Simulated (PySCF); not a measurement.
C2H8SSeSi.
Bonds: C1–S2, S2–Si3, Si3–Se4, Se4–C5. Hydrogens: H6, H7, H8 on C1; H9, H10 on Si3; H11, H12, H13 on C5.

Method used: PBE0-D3(BJ)/def2-SVP geometry optimisation, gas phase in PySCF 2.14.0.

Question: Give the optimised bond lengths and angles.

Answer: 
| bond | length (Å) | order |
| --- | --- | --- |
| C1–S2 | 1.822 | single |
| S2–Si3 | 2.133 | single |
| Si3–Se4 | 2.283 | single |
| Se4–C5 | 1.958 | single |
| C1–H6, C1–H7, C1–H8 | 1.099 | single |
| Si3–H9, Si3–H10 | 1.495 | single |
| C5–H11, C5–H12, C5–H13 | 1.097 | single |

Bonds in one row agree within 0.01 Å and their mean is given. Orders are formal, as drawn. A selection of angles:
| angle | degrees |
| --- | --- |
| S2–C1–H6 | 110.7 |
| S2–C1–H7 | 106.7 |
| H6–C1–H7 | 109.3 |
| C1–S2–Si3 | 100.5 |
| S2–Si3–Se4 | 109.8 |
| S2–Si3–H9 | 104.3 |
| S2–Si3–H10 | 113.2 |
| Se4–Si3–H9 | 113.8 |
| Se4–Si3–H10 | 106.0 |
| H9–Si3–H10 | 109.9 |
| Si3–Se4–C5 | 98.2 |
| Se4–C5–H11 | 106.3 |
| Se4–C5–H12 | 111.0 |
| H11–C5–H12 | 109.3 |

Dihedral angles: C1–S2–Si3–Se4 59° (synclinal); S2–Si3–Se4–C5 -142° (anticlinal). The mirror-image conformer, all signs reversed, is as good.

Se4 (selenium bonded to C and Si) is bent (angle 98.2°). Si3 (SiH2 silicon) is distorted tetrahedral (angles from 104.3° to 113.8°). Of the pairs four or more bonds apart, Se4···H6 is among the closest relative to their van der Waals radii: 3.10 Å, 100 % of the sum of Bondi's values.

Point group: C1 (no symmetry element, even within 0.4 Å). PBE0-D3(BJ)/def2-SVP frequencies: not computed here. The numbers are those of one conformer.
